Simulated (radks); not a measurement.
The numbers below are computed, except where a source is named.
Isoelectronic series with 2 electrons, all held in the configuration [He], which need not be the ground one along the series. Level of theory: scalar-relativistic Kohn-Sham, BLYP, spin-polarised, spherical densities, finite nucleus; Fermi nuclear charge, rms radius of each element as measured or else 0.836 A^(1/3) + 0.57 fm (a radial shooting solver on a logarithmic mesh with Libxc functionals). Total energies (hartree) and orbital eigenvalues (eV):

| ion | E (hartree) | 1s |
|---|---|---|
| In47+ | -2450.81729 | -32592.15 |
| Sb49+ | -2664.14593 | -35460.17 |
| I51+ | -2887.45315 | -38463.48 |
| Cs53+ | -3120.9336 | -41604.69 |
| La55+ | -3364.7936 | -44886.58 |
| Pr57+ | -3619.2568 | -48312.15 |
| Pm59+ | -3884.5540 | -51884.51 |
| Eu61+ | -4160.9259 | -55606.90 |
| Tb63+ | -4448.7121 | -59483.86 |
| Ho65+ | -4748.1069 | -63518.03 |
| Tm67+ | -5059.5162 | -67714.85 |
| Lu69+ | -5383.1875 | -72077.66 |
| Ta71+ | -5719.6235 | -76613.20 |
| Re73+ | -6069.1263 | -81325.53 |
| Ir75+ | -6432.1308 | -86220.50 |
| Au77+ | -6809.1066 | -91304.42 |
